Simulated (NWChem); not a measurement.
Species: C2H4FNSi; SMILES F[C@@H]1N=C[SiH2]1

```xyz
9

F      0.4769    -1.8547    -0.2606
C      0.0374    -0.7691     0.4665
N     -1.3054    -0.3225     0.0143
C     -1.1331     0.9369    -0.2260
Si     0.7392     0.9791     0.0180
H     -0.0153    -1.0687     1.5194
H     -1.9755     1.5697    -0.5098
H      1.3730     1.8727     1.0319
H      1.5362     1.0278    -1.2353
```
Atoms are numbered in this order, from 1.

All runs use the structure optimised with B3LYP/6-31G* (spherical d).

Question: Give the principal values of the shielding tensors (ppm) of F1, C2, N3, C4, Si5 from PBE0/pcSseg-1, GIAO (NWChem), with their diamagnetic and paramagnetic parts as GIAO splits them.

Answer: 
```csv
atom,σ11,σ22,σ33,isotropic,diamagnetic,paramagnetic
F1,261.6,354.8,429.0,348.5,474.4,-125.9
C2,54.5,72.6,110.8,79.3,245.4,-166.1
N3,-786.5,-198.8,136.8,-282.8,327.4,-610.2
C4,-145.7,-29.8,131.2,-14.7,254.8,-269.5
Si5,263.3,341.9,475.2,360.2,879.0,-518.8
```
